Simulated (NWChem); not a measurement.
Program: NWChem. System: CHF, charge 0, spin multiplicity 1, at a geometry optimised with B3LYP/def2-SVP. The structure started from a generated list of species. Level: RHF/def2-TZVP.

Part of the output:

```
             Northwest Computational Chemistry Package (NWChem) 7.3.0
             --------------------------------------------------------

                                NWChem Input Module
                                -------------------

 Scaling coordinates for geometry "geometry" by  1.889725989
 (inverse scale =  0.529177249)

 Turning off AUTOSYM since
 SYMMETRY directive was detected!

                             Geometry "geometry" -> ""
                             -------------------------

 Output coordinates in angstroms (scale by  1.889725989 to convert to a.u.)

  No.       Tag          Charge          X              Y              Z
 ---- ---------------- ---------- -------------- -------------- --------------
    1 C                    6.0000     0.56061400    -0.45268500     0.00000000
    2 F                    9.0000    -0.52655900     0.26421900     0.00000000
    3 H                    1.0000     1.37534300     0.33813400     0.00000000

 Effective nuclear repulsion energy (a.u.)      27.2415741339

            Nuclear Dipole moment (a.u.)
            ----------------------------
        X                 Y               Z
 ---------------- ---------------- ----------------
    -0.0000075589    -0.0000094486     0.0000000000

      Symmetry information
      --------------------

 Group name             Cs
 Group number              2
 Group order               2
 No. of unique centers     3

      Symmetry unique atoms

     1    2    3


 Summary of "ao basis" -> "" (spherical)
 ------------------------------------------------------------------------------
       Tag                 Description            Shells   Functions and Types
 ---------------- ------------------------------  ------  ---------------------
 *                         def2-tzvp                  on all atoms

 Summary of "ao basis" -> "ao basis" (spherical)
 ------------------------------------------------------------------------------
       Tag                 Description            Shells   Functions and Types
 ---------------- ------------------------------  ------  ---------------------
 C                         def2-tzvp                11       31   5s3p2d1f
 F                         def2-tzvp                11       31   5s3p2d1f
 H                         def2-tzvp                 4        6   3s1p

                                 NWChem SCF Module
                                 -----------------

  ao basis        = "ao basis"
  functions       =    68
  atoms           =     3
  closed shells   =     8
  open shells     =     0
  charge          =   0.00
  wavefunction    = RHF
  use symmetry    = T
  symmetry adapt  = T

 Summary of "ao basis" -> "ao basis" (spherical)
 ------------------------------------------------------------------------------
       Tag                 Description            Shells   Functions and Types
 ---------------- ------------------------------  ------  ---------------------
 C                         def2-tzvp                11       31   5s3p2d1f
 F                         def2-tzvp                11       31   5s3p2d1f
 H                         def2-tzvp                 4        6   3s1p

      Symmetry analysis of basis
      --------------------------

        a'         47
        a"         21

 Forming initial guess at       0.0s

      Superposition of Atomic Density Guess
      -------------------------------------

 Sum of atomic energies:        -137.58921577

      Non-variational initial energy
      ------------------------------

 Total energy =    -137.872581
 1-e energy   =    -243.985924
 2-e energy   =      78.871769
 HOMO         =      -0.220263
 LUMO         =      -0.063946

      Symmetry analysis of molecular orbitals - initial
      -------------------------------------------------

  Numbering of irreducible representations:

     1 a'          2 a"

  Orbital symmetries:

     1 a'          2 a'          3 a'          4 a'          5 a'
     6 a"          7 a'          8 a'          9 a"         10 a'
    11 a'         12 a'         13 a'         14 a"         15 a'
    16 a'         17 a'         18 a'

 Starting SCF solution at       0.3s

 ----------------------------------------------
         Quadratically convergent ROHF

 Convergence threshold     :          1.000E-07
 Maximum no. of iterations :          100
 Final Fock-matrix accuracy:          1.000E-09
 ----------------------------------------------

              iter       energy          gnorm     gmax       time
             ----- ------------------- --------- --------- --------
                 1     -137.7811981655  7.69D-01  2.05D-01      0.3
                 2     -137.8137188603  2.29D-01  5.88D-02      0.3
                 3     -137.8178664575  1.86D-02  6.22D-03      0.3
                 4     -137.8179265883  2.23D-04  7.87D-05      0.4
                 5     -137.8179265949  1.99D-08  5.33D-09      0.5

       Final RHF  results
       ------------------

         Total SCF energy =   -137.817926594863
      One-electron energy =   -244.311464951803
      Two-electron energy =     79.251964223068
 Nuclear repulsion energy =     27.241574133872

        Time for solution =      0.3s

       Symmetry analysis of molecular orbitals - final
       -----------------------------------------------

  Numbering of irreducible representations:

     1 a'          2 a"

  Orbital symmetries:

     1 a'          2 a'          3 a'          4 a'          5 a'
     6 a"          7 a'          8 a'          9 a"         10 a'
    11 a'         12 a'         13 a'         14 a"         15 a'
    16 a'         17 a'         18 a"

             Final eigenvalues
             -----------------

              1
    1  -26.3586
    2  -11.3701
    3   -1.6851
    4   -0.9287
    5   -0.7677
    6   -0.7178
    7   -0.6675
    8   -0.4082
    9    0.0652
   10    0.1781
   11    0.2171
   12    0.3116
   13    0.3457
   14    0.3646
   15    0.5568
   16    0.5955
   17    0.6379
   18    0.7558

                       ROHF Final Molecular Orbital Analysis
                       -------------------------------------

 Vector    6  Occ=2.000000D+00  E=-7.178235D-01  Symmetry=a"
              MO Center= -4.4D-01,  2.1D-01,  6.1D-16, r^2= 5.6D-01
   Bfn.  Coefficient  Atom+Function         Bfn.  Coefficient  Atom+Function
  ----- ------------  ---------------      ----- ------------  ---------------
    39      0.469620  2 F  pz                42      0.415415  2 F  pz
    45      0.227277  2 F  pz

 Vector    7  Occ=2.000000D+00  E=-6.674724D-01  Symmetry=a'
              MO Center=  3.9D-01, -5.3D-02, -6.1D-17, r^2= 1.4D+00
   Bfn.  Coefficient  Atom+Function         Bfn.  Coefficient  Atom+Function
  ----- ------------  ---------------      ----- ------------  ---------------
    37      0.336954  2 F  px                40      0.300055  2 F  px
     4     -0.244767  1 C  s                  6     -0.211179  1 C  px
    64     -0.179903  3 H  s                 43      0.160733  2 F  px
     3     -0.157784  1 C  s                  9     -0.158549  1 C  px

 Vector    8  Occ=2.000000D+00  E=-4.082128D-01  Symmetry=a'
              MO Center=  5.3D-01, -5.9D-01,  9.9D-16, r^2= 1.3D+00
   Bfn.  Coefficient  Atom+Function         Bfn.  Coefficient  Atom+Function
  ----- ------------  ---------------      ----- ------------  ---------------
     7      0.344673  1 C  py                10      0.313971  1 C  py
     5     -0.294824  1 C  s                  4     -0.288579  1 C  s
    64      0.197114  3 H  s                 38     -0.190351  2 F  py
     3     -0.181672  1 C  s                 41     -0.168975  2 F  py
    65      0.163582  3 H  s                 44     -0.150992  2 F  py

 Vector    9  Occ=0.000000D+00  E= 6.523223D-02  Symmetry=a"
              MO Center=  6.0D-01, -4.3D-01, -1.8D-14, r^2= 2.0D+00
   Bfn.  Coefficient  Atom+Function         Bfn.  Coefficient  Atom+Function
  ----- ------------  ---------------      ----- ------------  ---------------
    14      0.667777  1 C  pz                 8      0.323304  1 C  pz
    11      0.298041  1 C  pz                45     -0.261369  2 F  pz
    39     -0.172803  2 F  pz

 Vector   10  Occ=0.000000D+00  E= 1.781065D-01  Symmetry=a'
              MO Center=  1.4D+00,  5.8D-01,  1.0D-14, r^2= 3.5D+00
   Bfn.  Coefficient  Atom+Function         Bfn.  Coefficient  Atom+Function
  ----- ------------  ---------------      ----- ------------  ---------------
    65      2.704419  3 H  s                  5     -1.109803  1 C  s
    12     -0.921246  1 C  px                13     -0.589656  1 C  py
    64     -0.400730  3 H  s                 36     -0.363628  2 F  s
     4     -0.240520  1 C  s                  6     -0.155558  1 C  px

 Vector   11  Occ=0.000000D+00  E= 2.170722D-01  Symmetry=a'
              MO Center=  5.8D-01, -2.7D-01,  2.5D-17, r^2= 4.7D+00
   Bfn.  Coefficient  Atom+Function         Bfn.  Coefficient  Atom+Function
  ----- ------------  ---------------      ----- ------------  ---------------
     5      1.784034  1 C  s                 36     -1.704507  2 F  s
    65     -1.088416  3 H  s                 12     -0.993839  1 C  px
    13      0.992994  1 C  py                43     -0.441755  2 F  px
     9     -0.307635  1 C  px                 4      0.297156  1 C  s
    44      0.298309  2 F  py                64      0.251011  3 H  s

 center of mass
 --------------
 x =  -0.11160827 y =  -0.00423345 z =   0.00000000

 moments of inertia (a.u.)
 ------------------
          13.928805546336          18.655641493350           0.000000000000
          18.655641493350          38.688066874802           0.000000000000
           0.000000000000           0.000000000000          52.616872421138

  Mulliken analysis of the total density
  --------------------------------------

    Atom       Charge   Shell Charges
 -----------   ------   -------------------------------------------------------
    1 C    6     5.91   0.86  1.12  0.61  0.83  0.30  0.92  0.93  0.22  0.03  0.08  0.01
    2 F    9     9.19   0.77  1.20  0.60  1.02  0.33  2.24  2.26  0.76  0.00  0.02  0.00
    3 H    1     0.90   0.26  0.50  0.12  0.02

       Multipole analysis of the density wrt the origin
       ------------------------------------------------

     L   x y z        total         open         nuclear
     -   - - -        -----         ----         -------
     0   0 0 0     -0.000000      0.000000     16.000000

     1   1 0 0      0.362828      0.000000     -0.000008
     1   0 1 0      0.488046      0.000000     -0.000009
     1   0 0 1     -0.000000      0.000000      0.000000

     2   2 0 0     -8.007880      0.000000     22.400130
     2   1 1 0      0.869637      0.000000     -8.248377
     2   1 0 1      0.000000      0.000000      0.000000
     2   0 2 0    -10.278091      0.000000      7.042789
     2   0 1 1      0.000000      0.000000      0.000000
     2   0 0 2     -7.595083      0.000000      0.000000

 Task  times  cpu:        0.5s     wall:        0.5s

 Total times  cpu:        0.5s     wall:        0.5s
```

Write an NWChem input that would produce this output.

This is not unique; one that fits is 
```
start mol
memory heap 200 mb stack 900 mb global 1100 mb
geometry units angstroms nocenter noautoz
  C      0.560614    -0.452685     0.000000
  F     -0.526559     0.264219     0.000000
  H      1.375343     0.338134     0.000000
  symmetry group Cs
end
basis spherical
  * library def2-tzvp
end
scf
  rhf
  nopen 0
  maxiter 100
  thresh 1e-7
  semidirect memsize 60000000 filesize 0
end
task scf energy
```
